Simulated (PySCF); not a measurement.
A GIAO shielding run with PySCF 2.14 (density fitting, non-relativistic, gas phase) on SMILES CC[C@@H]1CC[C@@H]1N, C6H13N:

```
$ OMP_NUM_THREADS=1 python probes_run.py task.json out

{"job": {"kind": "nmr", "xc": "PBE0", "basis": "pcSseg-1"}, "charge": 0, "multiplicity": 1}
C      2.299512    -0.835346    -0.081588
C      0.857053    -1.134173     0.312344
C      0.086849     0.127824     0.668089
C     -1.337881    -0.067844     1.215768
C     -1.857460     0.987888     0.231223
C     -0.498180     0.978093    -0.491723
N     -0.574970     0.268080    -1.751648
H      2.836809    -0.386361     0.751672
H      2.335487    -0.142093    -0.918804
H      2.815847    -1.748230    -0.369592
H      0.342218    -1.639207    -0.505648
H      0.852641    -1.799471     1.179619
H      0.690044     0.750082     1.333196
H     -1.475557     0.155620     2.271651
H     -1.725029    -1.061980     1.006068
H     -2.088933     1.943202     0.697085
H     -2.693738     0.675835    -0.389668
H     -0.029679     1.972994    -0.588579
H     -1.181518     0.769099    -2.392112
H      0.341335     0.196669    -2.180390
```

Hardware: 1 thread of an Arm Neoverse N1, shared host. The job also computes population analyses, field gradients, ring-centre shieldings.

(1) How large is the calculation?

(2) How long does it take, and how much memory does it need?

Results:

(1) 56 electrons, 184 basis functions and 944 auxiliary functions.

(2) 51 s of wall time, with 12 SCF cycles and 4 response iterations; peak memory 0.92 GiB. Times on a shared host scatter by some tens of per cent.
